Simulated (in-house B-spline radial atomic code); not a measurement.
## RPA and G0W0 on wB97X: the tellurium ion Te⁵⁺

Configuration [Kr] 4d10 5s1, highest spin, mean-field start wB97X. Computed with an all-electron radial atomic-structure program (B-spline basis): all electrons, scalar-relativistic (spin-free one-electron X2C), finite nucleus, each spin shell either full or empty, empty states to l = 9 with an (l + 1/2)⁻⁴ tail; G0W0 by contour deformation at full frequency.

Command:
```bash
python run_gw.py task.json out
```
Settings (radii: box in bohr, nucleus in fm):
```
Z                        52
electrons                47
configuration            [Kr] 4d10 5s1
hamiltonian              x2c
method                   wb97x
lmax                     9
rms_radius               4.7423
spin_polarised           True
box_radius               10.43
intervals                67
ion_configuration        [Kr] 4d10
```

Time taken, with all properties: 14 s on 1 thread of Arm Neoverse N1 (shared host).

Energies (hartree):

```
                                     term        value
                         mean-field total  -6788.52861
Hartree-Fock functional on these orbitals  -6785.58572
                      direct second order      -4.1034
                    second-order exchange       1.1377
                         SOSEX correction       1.0718
```

(1) What is the RPA correlation energy, and what remains with SOSEX?

Quasi-particle levels (eV):

```json
{"level": "5s up", "occupied": "yes", "mean field": "-68.93", "Σx - vxc": "-0.25", "Σc": "?", "QP weight": "?", "G0W0": "?"}
{"level": "4d down", "occupied": "yes", "mean field": "-104.16", "Σx - vxc": "-5.62", "Σc": "0.20", "QP weight": "0.961", "G0W0": "-109.59"}
{"level": "4d up", "occupied": "yes", "mean field": "-104.37", "Σx - vxc": "-5.78", "Σc": "0.24", "QP weight": "0.944", "G0W0": "-109.91"}
{"level": "5s down", "occupied": "no", "mean field": "-59.04", "Σx - vxc": "3.47", "Σc": "-2.69", "QP weight": "0.972", "G0W0": "-58.26"}
```

G0W0 = mean field + (Σx - vxc) + Σc, with Σc (partial-wave tail included) taken at the quasi-particle energy. Only the outer levels were computed. Levels of low weight are left out.

(2) Where does G0W0 put 5s up?

(3) What does it cost to remove one electron (to [Kr] 4d10) by differences of total energies, each species on its own start (correlation terms add to the Hartree-Fock functional)?

Results:

(1) RPA gives -3.6739 hartree (-2.13 eV per electron); RPA + SOSEX gives -2.6021, and the second-order doubles -2.9657 hartree (no singles). SOSEX takes back 29 % of the RPA value.

(2) At -71.25 eV, with Σc = -2.07 eV and a quasi-particle weight of 0.978. The tabulated removal energy is 69.1 ± 2 eV (NIST, tabulated theory); the calculation leaves out spin-orbit coupling, Breit and QED terms, and what these don't explain is the method's own error.

(3) wB97X 70.20 eV, Hartree-Fock functional 68.96 eV, + RPA 71.00 eV, + RPA + SOSEX 70.40 eV, + second order 71.22 eV. Tabulated: 69.1 ± 2 eV (NIST, tabulated theory); the calculation leaves out spin-orbit coupling, Breit and QED terms, and what these don't explain is the method's own error.
